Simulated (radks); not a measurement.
Ionisation of neutral beryllium, [He] 2s2, to [He] 2s1 as the strength of local exchange is varied. All-electron calculation, Dirac Kohn-Sham, Slater X-alpha exchange (alpha = 2/3 is LDA exchange), no correlation, spin-unpolarised, spherical densities, point nucleus. Program: a radial shooting solver on a logarithmic mesh with Libxc functionals.

\begin{tabular}{lrrrrr}
alpha & E(Be) (hartree) & exchange (hartree) & IE (eV) & -e of the level emptied (eV) & <r> of it (bohr) \\ \hline
0.575 & -13.91502 & -1.93738 & 7.838 & 4.052 (2s1/2) & 2.767 \\
0.643 & -14.14536 & -2.18957 & 8.318 & 4.476 (2s1/2) & 2.703 \\
0.667 & -14.22724 & -2.27974 & 8.491 & 4.630 (2s1/2) & 2.681 \\
0.835 & -14.80888 & -2.92784 & 9.749 & 5.766 (2s1/2) & 2.541 \\
0.951 & -15.21916 & -3.39257 & 10.667 & 6.610 (2s1/2) & 2.454 \\
\end{tabular}

NIST Atomic Spectra Database: 9.323 eV (measured). The Delta-SCF value meets it near alpha = 0.78. Spin polarisation and multiplet splitting are left out, so open shells lie too high by an amount that depends on their filling.

Beside tabulated values, note that spin-unpolarised runs miss the spin-polarisation part of the exchange energy of open shells.
